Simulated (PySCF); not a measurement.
Species: C3H10B (charge -1).
SMILES: `C[BH2-]CC`

The closed-shell SCF was solved with PySCF and density fitting under several settings on one GFN2-xTB geometry (grid level 2 and gas phase unless stated).

| settings | basis functions | SCF cycles | E (Eh) | HOMO (eV) | LUMO (eV) |
| --- | --- | --- | --- | --- | --- |
| PBE0/pcSseg-1 | 118 | 12 | -144.9968 | -1.80 | 6.06 |
| revPBE/aug-cc-pVDZ, IEF-PCM acetone, fitting basis def2-qzvpp-jkfit | 182 | 10 | -145.2530 | -4.89 | -0.11 |

**Question.** Estimate the row for these settings: wB97X/pcseg-1.

**Answer.** 
```
     settings  basis functions  SCF cycles     E (Eh)  HOMO (eV)  LUMO (eV)
wB97X/pcseg-1              106          12  -145.1409      -4.24       8.04
```

**Question.** Over all rows, what range does the HOMO–LUMO gap span?

**Answer.** From 4.78 eV (revPBE/aug-cc-pVDZ, IEF-PCM acetone, fitting basis def2-qzvpp-jkfit) to 12.28 eV (wB97X/pcseg-1). The functional of the narrowest has no exact exchange, that of the widest range-separated exact exchange.

Whole jobs, the steps after the SCF included, on one thread, Arm Neoverse N1 (aarch64), no GPU, on a shared host:

| settings | work after the SCF | wall time | peak memory |
| --- | --- | --- | --- |
| PBE0/pcSseg-1 | shieldings, charges and field gradients, density and orbital grids written | 18 s | 0.55 GiB |
| revPBE/aug-cc-pVDZ, IEF-PCM acetone, fitting basis def2-qzvpp-jkfit | shieldings, charges and field gradients | 28 s | 0.75 GiB |
| wB97X/pcseg-1 | 12 singlets by TDA, polarisability | 11 s | 0.56 GiB |

Cycle counts include a coarse-grid stage where the run had one. Geometry: GFN2-xTB, one conformer.

The values belong to the conformer `[CH3:1][BH2-:2][CH2:3][CH3:4]`: C1–B2–C3–C4 180°.
